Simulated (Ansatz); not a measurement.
A nudged elastic band was laid between two geometries of F3H4N2Ta + H4Si (15 atoms, charge 0, multiplicity 1).

These are results of RKS PBE/def2-SVP (Ansatz 0.2.0), not measurements.

* movable images: 5
* climbing image: yes
* spring: 5.0 eV/Å²
* optimiser: quadratic models (default)
* start path: through a guess of the saddle point
* force threshold: 0.05 eV/Å
* iteration limit: 60
* end points: relaxed

First end point:

```xyz
15
Properties=species:S:1:pos:R:3
Ta -0.509 0.781 -0.075
F 1.214 1.590 -0.019
N -0.175 0.108 1.771
H -0.792 -0.537 2.274
H 0.674 0.300 2.312
N 0.117 -0.330 -1.599
H -0.410 -1.122 -1.983
H 1.070 -0.303 -1.977
F -1.403 2.435 -0.386
F -2.119 -0.235 -0.073
Si 1.772 -2.820 1.389
H 0.558 -3.046 0.533
H 2.633 -4.054 1.361
H 1.356 -2.556 2.809
H 2.564 -1.657 0.865
```

Last end point:

```xyz
15
Properties=species:S:1:pos:R:3
Ta -0.365 -0.014 0.195
F 1.977 0.291 0.155
N -0.279 0.170 2.204
H -0.057 -0.490 2.956
H -0.304 1.123 2.599
N 0.188 -0.673 -1.634
H -0.473 -1.197 -2.226
H 1.132 -0.830 -2.005
F -0.146 1.883 0.150
F -2.156 -0.512 -0.082
Si 0.843 -2.316 0.979
H 0.807 -3.576 0.144
H 2.362 -1.954 0.860
H 0.792 -2.740 2.432
H 2.230 -0.612 0.474
```

(1) What changes between the two ends?

(2) Give the energies along the band, and the barrier.

(3) What is the geometry of the highest image?

The band took 29 iterations and of the order of 25 core-minutes.

Results:

(1) Bonds broken: Si11–H15. Bonds formed: Ta1–Si11, F2–H15. F3H4N2Ta + H4Si becomes F3H8N2SiTa.

(2) The forces met the threshold. The highest image is number 5 of 0 to 6, 200.7 kJ/mol above the first end and 21.8 kJ/mol above the last; the last end lies 178.9 kJ/mol above the first. Neighbouring images differ by up to 1.3 eV, so the band resolves the path poorly. A vibrational analysis at the climbing image gives one clearly imaginary mode, 324i cm⁻¹: a first-order saddle point. The orbitals stay closed-shell, which can raise the energy where a bond breaks towards radicals; this wasn't checked here.

```tsv
image	path coordinate (Å)	energy (kJ/mol)	Si11–H15 (Å)	Ta1–Si11 (Å)	F2–H15 (Å)
0	0.00	0.0	1.50	4.51	3.63
1	1.59	3.1	1.50	4.82	3.45
2	3.18	10.7	1.50	4.78	3.22
3	4.78	19.5	1.50	4.21	2.65
4	6.37	74.7	1.49	3.47	2.05
5	7.97	200.7	1.91	2.77	1.40
6	8.74	178.9	2.25	2.72	0.99
```

(3) 
```xyz
15
Properties=species:S:1:pos:R:3
Ta -0.207 0.141 0.202
F 1.852 0.216 0.134
N -0.296 0.236 2.225
H -0.239 -0.465 2.969
H -0.389 1.167 2.658
N 0.141 -0.659 -1.637
H -0.557 -1.214 -2.147
H 1.065 -0.831 -2.049
F -0.249 2.045 0.137
F -1.998 -0.401 -0.116
Si 0.768 -2.335 0.956
H 1.045 -3.556 0.105
H 2.420 -1.913 0.824
H 1.049 -2.802 2.374
H 2.147 -1.077 0.568
```

Time of the run: 6.6 min on 4 threads of Arm Neoverse V1, with other jobs on the host, peak memory 0.24 GiB.
